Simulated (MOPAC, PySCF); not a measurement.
H$_{4}$GaN, SMILES `[NH2][GaH2]`, neutral singlet in the gas phase. 

Cartesian coordinates (Å):
```xyz
6

N     -0.9531    -0.0010    -0.0004
Ga     0.8602     0.0009     0.0004
H     -1.5169     0.8301    -0.0525
H     -1.5152    -0.8334     0.0513
H      1.5640    -1.3900     0.0872
H      1.5610     1.3935    -0.0859
```
Charge 0, multiplicity 1.

All levels are single points at this geometry (PBE0-D3(BJ)/def2-TZVP); Pople sets use spherical d functions. Orbital energies aren't observables, and empty levels follow the basis.

PM7 in MOPAC gives dipole (D) = 0.21.

Task: Estimate the dipole (D) from each of these levels: PBE0-D3(BJ)/def2-TZVP in PySCF; B3LYP/3-21G in PySCF; BP86/6-31G* in PySCF; SVWN5/6-31G* in PySCF; HF/STO-3G in PySCF.

Result: 
| level | dipole (D) |
|---|---|
| PBE0-D3(BJ)/def2-TZVP in PySCF | 1.00 |
| B3LYP/3-21G in PySCF | 1.66 |
| BP86/6-31G* in PySCF | 1.43 |
| SVWN5/6-31G* in PySCF | 1.48 |
| HF/STO-3G in PySCF | 0.92 |
